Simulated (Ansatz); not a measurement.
Cartesian coordinates in Å:
```
C 0.801 -1.328 -0.684
C 0.787 -0.330 0.191
Sn -0.774 1.094 0.220
Cl -1.840 0.906 2.296
H 1.604 -2.061 -0.703
H 0.015 -1.468 -1.422
H 1.593 -0.236 0.914
H -0.247 2.712 0.151
H -1.940 0.712 -0.963
```

The species carries charge 0 and has multiplicity 1. Sn: def2 effective core potential.

Question: List the PBE/def2-TZVPP orbital energies in eV (Ansatz 0.2.0). (Best estimate.)

Answer: Ansatz gave: Occupied: -2738.32, -269.58, -269.55, -248.88, -189.57, -189.40, -189.40, -133.64, -89.65, -89.53, -89.51, -26.15, -26.04, -26.03, -25.93, -25.93, -19.54, -19.21, -14.52, -12.85, -11.43, -10.21, -8.71, -8.56, -7.92, -7.34, -7.10, -6.99. Lowest empty: -1.97, -1.07, -0.50, -0.05, 0.68, 1.03, 1.53, 2.11.
